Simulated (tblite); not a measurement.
C₅H₁₃B₂N.
Bonds: B1–C2, C2–N3, N3–B4, B4–C5, B4–C6, C6–C7, C7–C8, C6–C8. Hydrogens: H9, H10 on B1; H11, H12 on C2; H13 on N3; H14, H15, H16 on C5; H17 on C6; H18, H19 on C7; H20, H21 on C8.

Computed with GFN2-xTB (tblite), gas phase: L-BFGS steps from a force-field or distance-geometry start until the largest atomic force falls under 0.01 eV/Å.

Step 28: E = -617.4939 eV
```
atom  x, y, z in Å  |  force x, y, z in eV/Å
B1      2.1469   -1.6327    0.4793   -0.007   0.058  -0.056
C2      2.3407   -0.1193    0.1309    0.003   0.158  -0.006
N3      1.2589    0.8362   -0.0912    0.025   0.031   0.082
B4     -0.1151    0.8688    0.1132    0.054  -0.053   0.115
C5     -0.7522    2.3350    0.2089   -0.024  -0.065  -0.047
C6     -1.0228   -0.3822    0.4536   -0.065  -0.003   0.012
C7     -1.3619   -1.5213   -0.4726    0.107   0.014   0.079
C8     -2.4255   -0.5462   -0.0792    0.034  -0.052  -0.030
H9      1.2391   -2.2632    0.1235   -0.049   0.002   0.047
H10     3.0642   -2.1275    1.0132   -0.077  -0.103  -0.029
H11     3.0235    0.3579    0.8500    0.013  -0.050  -0.048
H12     2.9359   -0.2051   -0.8016   -0.043   0.051   0.045
H13     1.6637    1.7478   -0.2720    0.010  -0.049  -0.033
H14    -0.3720    3.0284   -0.5391    0.009  -0.014  -0.014
H15    -0.5010    2.7586    1.1847   -0.014  -0.033  -0.083
H16    -1.8351    2.3354    0.1422   -0.053   0.018  -0.038
H17    -0.9187   -0.6888    1.4943   -0.003  -0.010  -0.035
H18    -0.9713   -1.4916   -1.4804   -0.081   0.027   0.021
H19    -1.4092   -2.5202   -0.0588    0.013   0.020  -0.044
H20    -2.7959    0.1241   -0.8433    0.116   0.071   0.088
H21    -3.2011   -0.8770    0.5988    0.032  -0.020  -0.027
```

Step 29: E = -617.4979 eV
```
atom  x, y, z in Å  |  force x, y, z in eV/Å
B1      2.1414   -1.6328    0.4803    0.014   0.055  -0.075
C2      2.3413   -0.1181    0.1347   -0.046   0.078  -0.024
N3      1.2602    0.8364   -0.0848   -0.036   0.055   0.095
B4     -0.1148    0.8671    0.1163    0.067  -0.025   0.119
C5     -0.7524    2.3342    0.2053   -0.055  -0.054  -0.051
C6     -1.0238   -0.3830    0.4577    0.047  -0.001   0.012
C7     -1.3603   -1.5208   -0.4715    0.160   0.003   0.060
C8     -2.4216   -0.5484   -0.0785   -0.007  -0.014   0.009
H9      1.2283   -2.2579    0.1212    0.005   0.028   0.076
H10     3.0630   -2.1321    1.0060   -0.119  -0.098  -0.039
H11     3.0296    0.3567    0.8470    0.034  -0.027   0.006
H12     2.9290   -0.2034   -0.8005   -0.005   0.027   0.000
H13     1.6641    1.7479   -0.2666    0.010  -0.033  -0.034
H14    -0.3729    3.0258   -0.5453    0.024  -0.021  -0.001
H15    -0.5071    2.7618    1.1807    0.008  -0.032  -0.084
H16    -1.8353    2.3371    0.1362   -0.056  -0.004  -0.043
H17    -0.9169   -0.6934    1.4967   -0.015  -0.003  -0.024
H18    -0.9692   -1.4856   -1.4770   -0.055   0.022  -0.036
H19    -1.4066   -2.5202   -0.0636    0.010  -0.029  -0.011
H20    -2.7908    0.1218   -0.8385    0.079   0.143   0.004
H21    -3.1943   -0.8760    0.5987   -0.066  -0.071   0.042
```

Step 30: E = -617.5030 eV
```
atom  x, y, z in Å  |  force x, y, z in eV/Å
B1      2.1341   -1.6357    0.4783    0.028   0.034  -0.073
C2      2.3400   -0.1187    0.1392   -0.043   0.029  -0.018
N3      1.2622    0.8423   -0.0653   -0.044   0.073   0.090
B4     -0.1153    0.8699    0.1227    0.081   0.036   0.091
C5     -0.7548    2.3380    0.1972   -0.074  -0.025  -0.044
C6     -1.0253   -0.3795    0.4602    0.125  -0.028   0.009
C7     -1.3521   -1.5192   -0.4695    0.135  -0.005   0.038
C8     -2.4196   -0.5558   -0.0772   -0.013   0.031   0.045
H9      1.2152   -2.2576    0.1209    0.056   0.068   0.096
H10     3.0598   -2.1440    0.9931   -0.160  -0.073  -0.058
H11     3.0449    0.3475    0.8413    0.001  -0.021   0.009
H12     2.9134   -0.2069   -0.8044    0.002   0.022  -0.013
H13     1.6696    1.7540   -0.2435   -0.021  -0.066  -0.024
H14    -0.3740    3.0265   -0.5565    0.035  -0.045   0.011
H15    -0.5158    2.7734    1.1706    0.024  -0.031  -0.079
H16    -1.8381    2.3451    0.1241   -0.042  -0.036  -0.049
H17    -0.9140   -0.6932    1.4968   -0.022  -0.005   0.013
H18    -0.9674   -1.4771   -1.4753   -0.011   0.015  -0.092
H19    -1.3924   -2.5206   -0.0674    0.010  -0.040   0.010
H20    -2.7925    0.1154   -0.8324    0.058   0.161  -0.042
H21    -3.1869   -0.8868    0.6012   -0.124  -0.095   0.079
```

Step 31: E = -617.5104 eV
```
atom  x, y, z in Å  |  force x, y, z in eV/Å
B1      2.1246   -1.6369    0.4741    0.022   0.007  -0.058
C2      2.3377   -0.1170    0.1456   -0.025  -0.077  -0.002
N3      1.2646    0.8499   -0.0395   -0.066   0.027   0.079
B4     -0.1142    0.8720    0.1342    0.039   0.108   0.043
C5     -0.7590    2.3396    0.1859   -0.081   0.014  -0.030
C6     -1.0241   -0.3776    0.4656    0.186  -0.044   0.023
C7     -1.3390   -1.5170   -0.4655    0.045  -0.010  -0.040
C8     -2.4151   -0.5634   -0.0741   -0.013   0.076   0.087
H9      1.1960   -2.2517    0.1219    0.108   0.106   0.109
H10     3.0515   -2.1610    0.9743   -0.181  -0.040  -0.072
H11     3.0628    0.3379    0.8333   -0.018  -0.003   0.039
H12     2.8934   -0.2091   -0.8069    0.020   0.018  -0.059
H13     1.6747    1.7585   -0.2186   -0.019  -0.001  -0.025
H14    -0.3742    3.0235   -0.5708    0.043  -0.070   0.013
H15    -0.5278    2.7861    1.1556    0.037  -0.023  -0.052
H16    -1.8423    2.3519    0.1067   -0.027  -0.077  -0.057
H17    -0.9107   -0.6961    1.4986   -0.020  -0.013   0.077
H18    -0.9646   -1.4643   -1.4734    0.043   0.002  -0.130
H19    -1.3771   -2.5223   -0.0744    0.023  -0.043   0.037
H20    -2.7884    0.1127   -0.8240    0.035   0.144  -0.063
H21    -3.1781   -0.8989    0.6058   -0.152  -0.101   0.080
```

Problem. Estimate the geometry and energy of step 32. (The exact step hangs on the optimiser's Hessian estimate; all steps are aligned on step 31, rigid shifts and turns removed.)

Solution. E = -617.5183 eV, largest force 0.202 eV/Å
```
atom  x, y, z in Å  |  force x, y, z in eV/Å
B1      2.1132   -1.6372    0.4686    0.028  -0.011  -0.029
C2      2.3345   -0.1153    0.1537    0.019  -0.149  -0.004
N3      1.2663    0.8573   -0.0110   -0.013   0.046   0.052
B4     -0.1119    0.8752    0.1491   -0.055   0.133  -0.007
C5     -0.7646    2.3404    0.1734   -0.061   0.042  -0.010
C6     -1.0187   -0.3776    0.4730    0.164  -0.052   0.031
C7     -1.3236   -1.5146   -0.4622   -0.069   0.008  -0.106
C8     -2.4089   -0.5696   -0.0690    0.007   0.096   0.116
H9      1.1741   -2.2409    0.1239    0.125   0.119   0.105
H10     3.0388   -2.1813    0.9505   -0.174  -0.011  -0.074
H11     3.0808    0.3304    0.8247   -0.046  -0.006   0.061
H12     2.8712   -0.2115   -0.8092    0.026   0.017  -0.087
H13     1.6796    1.7638   -0.1921   -0.033   0.017  -0.018
H14    -0.3722    3.0158   -0.5877    0.037  -0.085   0.015
H15    -0.5415    2.8001    1.1384    0.036  -0.010  -0.032
H16    -1.8475    2.3546    0.0851   -0.009  -0.104  -0.059
H17    -0.9078   -0.7003    1.5035   -0.003  -0.027   0.123
H18    -0.9597   -1.4489   -1.4733    0.079  -0.019  -0.117
H19    -1.3612   -2.5250   -0.0828    0.040  -0.013   0.042
H20    -2.7808    0.1139   -0.8151    0.024   0.081  -0.025
H21    -3.1692   -0.9124    0.6130   -0.122  -0.070   0.023
```

The energy changes by -0.0079 eV. The first-order estimate −F·Δx gives -0.0108 eV and the mean of the old and new forces, exact on a quadratic surface, -0.0079 eV. The step makes an angle of 77° with the force vector and moves no atom by more than 0.034 Å.

What follows is the cost of the whole relaxation. The run took 1.1 s on one thread of an Arm Neoverse V2, shared host with 96 logical CPUs at a one-minute load of 71.
